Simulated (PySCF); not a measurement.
Ga(H)(Et)(NH2), C₂H₈GaN, SMILES [CH2](C)[GaH][NH2] at its B3LYP/def2-SVP optimised geometry (Å):

```
12

Ga     0.8533    -0.1336     0.0000
H      2.4252    -0.1336     0.0000
C     -0.3250    -1.7350     0.0001
C     -1.8337    -1.4593     0.0011
H     -0.0400    -2.3462     0.8756
H     -0.0409    -2.3452    -0.8766
H     -2.1452    -0.8784    -0.8833
H     -2.1448    -0.8841     0.8892
H     -2.4252    -2.3916    -0.0018
N      0.0698     1.5166     0.0000
H      0.5840     2.3916    -0.0016
H     -0.9317     1.6809    -0.0011
```

Method: PySCF with B3LYP/def2-TZVP.

Map of the Laplacian of the electron density (e/bohr⁵) on the plane z = 1.2 Å:

```
|                           |
|                           |
|                           |
|                           |
|                           |
|                           |
|           .....           |
|          ..:--:.          |
|          .:-==:.          |
|          .:-==:.          |
|          ..:--:..         |
|           ..::::..        |
|            ..::::..       |
|      .:..  ..:--:...      |
|     :+*+:...::--:...      |
|    .+@##+:.::::::..       |
|    .+#.%*----::..         |
|    .=%@@*=+*+-:.          |
|    .:+#*+=#@@*-.          |
|     .:---=%#*#=.          |
|     ....:-*#:#=.          |
|         ..-*#*:           |
|           .:-:            |
|                           |
|                           |
|                           |
|                           |
```
Scale: ten equal steps from 0.000 (start of ' ') to 0.104 (end of '@'), in the order ' .:-=+*#%@'; x runs from -4.50 to 4.50, y from -4.50 (bottom) to 4.50 (top).
